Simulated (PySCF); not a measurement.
Working with the constants of SiNi⁺

ωB97X-V constants of SiNi⁺, ²Δ (doublet), unpaired electrons δ ↑ (basis Si def2-TZVPPD, Ni def2-TZVPPD; no relativity; PySCF 2.14; masses 27.9769 and 57.9353 u):

```
ωe              : 371.0 cm⁻¹
ωexe            : 1.68 cm⁻¹
Be              : 0.18047 cm⁻¹
αe              : 0.00109 cm⁻¹
D (centrifugal) : 1.71e-07 cm⁻¹
```

(1) Give the vibrational terms G(v) and spacings up to v = 6.

De is left out where the level can put another filling of the metal’s s and d shells below the measured ground configuration, by anything from nothing to about 1 eV. The state is the lowest single determinant that the PBE0 search found; with open d or f shells the true ground state can be another one.

Answers

(1) G(v) = ωe(v+½) − ωexe(v+½)².

| v | G(v) (cm⁻¹) | G(v) − G(v−1) | Bv (cm⁻¹) |
| --- | --- | --- | --- |
| 0 | 185.1 |  | 0.1799 |
| 1 | 552.7 | 367.6 | 0.1788 |
| 2 | 917.0 | 364.3 | 0.1777 |
| 3 | 1277.9 | 360.9 | 0.1767 |
| 4 | 1635.5 | 357.6 | 0.1756 |
| 5 | 1989.7 | 354.2 | 0.1745 |
| 6 | 2340.5 | 350.8 | 0.1734 |
